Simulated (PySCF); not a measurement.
Electronic structure of Pt (platinum, neutral) at the UHF level

Configuration: [Xe] 4f14 5d9 6s1, high-spin 3D determinant. All numbers are calculated (PySCF 2.14, a scalar-relativistic core potential, in cc-pVDZ-PP with ECP60MDF (4s4p3d1f, 38 functions)).

* Total energy: -118.512616 hartree
* One-electron energy: -208.9523 hartree
* Hartree (Coulomb) energy: 101.2839 hartree
* Exchange energy: -10.8442 hartree
* ⟨S²⟩: 2.0028
* ⟨L²⟩: 6.036
* Sum of ⟨r⟩: 27.01 bohr
* Sum of ⟨r²⟩: 51.87 bohr²
* Traceless quadrupole moment −½Σ⟨3z² − r²⟩ along its main axis: -1.15 e·bohr²
* Time after the integrals: 0.17 s of wall time on 1 thread of Neoverse-V1 (shared host)

```csv
shell,electrons,mean orbital energy (eV),spread (eV),"rms radius, mean of both spins (bohr)"
5s α,1,-120.12,0,1.04
5s β,1,-118.56,0,1.04
5p α,3,-70.384,1.562,1.20
5p β,3,-68.390,0.882,1.20
5d α,5,-11.796,1.785,1.83
5d β,4,-10.504,1.333,1.83
6s α,1,-7.911,0,3.29
```

Energies and moments cover only the electrons outside the core potential. Spin-orbit coupling, absent here, splits the open shell strongly.
